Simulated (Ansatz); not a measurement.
Cost and result for the atomization energy of AlBH$_{6}$Si$_{2}$ (`[SiH3][Al]1[BH][SiH2]1`) (10 atoms, 10 bonds).

Cartesian coordinates in Å:
```
Si 1.8344 1.3163 0.4539
Al 0.1266 -0.1238 -0.5544
B -1.1752 -1.2969 -1.5375
Si -1.9612 -1.1821 0.1347
H 2.9100 1.6147 -0.5312
H 1.2349 2.6041 0.8995
H 2.4495 0.6492 1.6343
H -1.3886 -1.8102 -2.5835
H -0.9963 -0.2743 0.9660
H -3.0341 -1.4971 1.1183
```

The species carries charge 0 and has multiplicity 1. The structure was optimised at the PBE0-D4/def2-TZVP level. Program: Ansatz. All runs use 2 threads of an Arm Neoverse V2 on a shared host. Times are those of one run each, without the atoms' runs, and a repeat can differ threefold. Electronic energies, without spin–orbit coupling; frozen cores. CCSD(T)/CBS adds CCSD(T) − MP2 in def2-TZVPP to the MP2 limit, and its time is that of the two runs behind it. T1 = 0.016. B3LYP takes the VWN-RPA correlation (the form of Gaussian; ORCA's B3LYP/G).

CCSD(T)/CBS is a level of theory with its own doubt, some kJ/mol a heavy atom from the limit and from the frozen cores, so smaller differences don't rank the functionals.

```csv
level,functions,wall time
LDA (SPW92)/def2-TZVPP,241,1.7 s
CCSD(T)/def2-SVP,98,2.5 s
revPBE-D4/def2-TZVPP,241,2.6 s
PBE0-D4/def2-TZVPP,241,4.1 s
CAM-B3LYP-D4/def2-TZVPP,241,4.7 s
r2SCAN-D4/def2-TZVPP (with forces),241,6.5 s
B3LYP-D4/def2-TZVPP (with forces),241,6.5 s
r2SCANh-D4/def2-TZVPP,241,6.5 s
ωB97X-V/def2-TZVPP,241,12 s
B97M-V/def2-TZVPP,241,12 s
MP2/def2-QZVPP,447,23 s
CCSD(T)/def2-TZVPP,241,5.3 min
CCSD(T)/CBS(def2),–,5.7 min
```

(1) What atomization energy does each give, and how far from CCSD(T)/CBS? (Best estimate.)

## Answers

(1) Computed: 
```csv
level,atomization (kJ/mol),difference from CCSD(T)/CBS,per bond
LDA (SPW92)/def2-TZVPP,3148.9,345.5,34.5
CCSD(T)/def2-SVP,2627.1,-176.3,-17.6
revPBE-D4/def2-TZVPP,2768.4,-35.0,-3.5
PBE0-D4/def2-TZVPP,2802.1,-1.3,-0.1
CAM-B3LYP-D4/def2-TZVPP,2789.9,-13.5,-1.4
r2SCAN-D4/def2-TZVPP (with forces),2844.8,41.4,4.1
B3LYP-D4/def2-TZVPP (with forces),2795.1,-8.3,-0.8
r2SCANh-D4/def2-TZVPP,2832.1,28.7,2.9
ωB97X-V/def2-TZVPP,2821.6,18.2,1.8
B97M-V/def2-TZVPP,2870.6,67.2,6.7
MP2/def2-QZVPP,2770.5,-32.9,-3.3
CCSD(T)/def2-TZVPP,2733.4,-70.0,-7.0
CCSD(T)/CBS(def2),2803.4,0.0,0.0
```

At CCSD(T), def2-SVP lies −176.4 kJ/mol from the extrapolated value and def2-TZVPP −70.0 kJ/mol: correlation converges slowly with the basis, and small sets miss more of it in the bonded molecule than in its fragments. From PBE to PBE0 (25 % exact exchange), in def2-TZVPP and without D4, the atomization energy moves by −13.4 kJ/mol: exact exchange takes away binding that semilocal exchange gives to molecules. Leaving LDA and LC-ωPBE aside and taking each functional with its dispersion term where it has one, the values, not all of them listed here, spread over 115.1 kJ/mol, from BHLYP-D4 to B97M-V. LDA lies +351.4 kJ/mol from PBE without D4, its usual overbinding.
